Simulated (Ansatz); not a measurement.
A nudged elastic band was laid between two geometries of Cl$_{2}$H$_{4}$OSi$_{2}$ (9 atoms, charge 0, multiplicity 1).

These are results of Ansatz, RKS r2SCAN-D4/6-31G*, not measurements.

```yaml
movable_images: 9
climbing_image: yes
spring: 5.0 eV/Å²
optimiser: quadratic models (default)
start_path: through a guess of the saddle point
force_threshold: 0.05 eV/Å
iteration_limit: 52
end_points: relaxed
```

Initial state:

```xyz
9
Properties=species:S:1:pos:R:3
Si -0.445 -0.675 -0.129
Si 0.586 1.289 0.561
O 0.281 -1.184 -1.516
H -0.041 -2.004 -1.921
Cl -2.471 -0.379 -0.455
Cl -0.300 -2.143 1.327
H 0.422 2.329 -0.490
H 2.031 1.028 0.802
H -0.062 1.738 1.822
```

Final state:

```xyz
9
Properties=species:S:1:pos:R:3
Si -0.746 -1.514 -0.628
Si 0.770 1.314 0.402
O -0.090 -1.983 -1.926
H 0.369 -0.014 -0.236
Cl -2.482 -0.439 -0.531
Cl -0.452 -2.370 1.203
H 0.452 2.356 -0.600
H 2.220 1.205 0.683
H -0.041 1.444 1.634
```

(1) What changes between the two ends?

(2) Give the energies along the band, and the barrier.

(3) What is the geometry of the highest image?

Answers

(1) Bonds broken: Si1–Si2, O3–H4. Bonds formed: Si2–H4. Cl2H4OSi2 becomes Cl2OSi + H4Si.

(2) The run converged. The highest image is number 7 of 0 to 10, 65.7 kcal/mol above the first end and 23.0 kcal/mol above the last; the last end lies 42.7 kcal/mol above the first. Neighbouring images differ by up to 1.4 eV, so the band resolves the path poorly. A vibrational analysis at the climbing image gives one clearly imaginary mode, 1165i cm⁻¹: a first-order saddle point. The orbitals stay closed-shell, which can raise the energy where a bond breaks towards radicals; this wasn't checked here.

| image | path coordinate (Å) | energy (kcal/mol) | Si1–Si2 (Å) | O3–H4 (Å) | Si2–H4 (Å) |
| --- | --- | --- | --- | --- | --- |
| 0 | 0.00 | 0.0 | 2.32 | 0.97 | 4.17 |
| 1 | 0.50 | 0.8 | 2.32 | 0.97 | 4.06 |
| 2 | 0.99 | 1.6 | 2.33 | 0.97 | 3.80 |
| 3 | 1.49 | 1.9 | 2.33 | 0.97 | 3.47 |
| 4 | 1.99 | 3.0 | 2.33 | 0.97 | 3.16 |
| 5 | 2.49 | 9.7 | 2.33 | 0.97 | 2.66 |
| 6 | 2.98 | 33.9 | 2.42 | 1.05 | 2.19 |
| 7 | 3.48 | 65.7 | 2.60 | 1.54 | 1.79 |
| 8 | 3.97 | 50.8 | 2.90 | 2.04 | 1.55 |
| 9 | 4.46 | 43.3 | 3.18 | 2.46 | 1.53 |
| 10 | 4.95 | 42.7 | 3.37 | 2.63 | 1.53 |

(3) 
```xyz
9
Properties=species:S:1:pos:R:3
Si -0.653 -1.111 -0.305
Si 0.641 1.068 0.277
O 0.123 -1.567 -1.590
H 0.606 -0.286 -0.887
Cl -2.537 -0.317 -0.405
Cl -0.496 -2.141 1.455
H 0.304 2.186 -0.637
H 2.101 0.964 0.527
H -0.088 1.205 1.565
```

The run took 14 min on 2 threads of Arm Neoverse V1, on a shared host, peak memory 0.17 GiB.
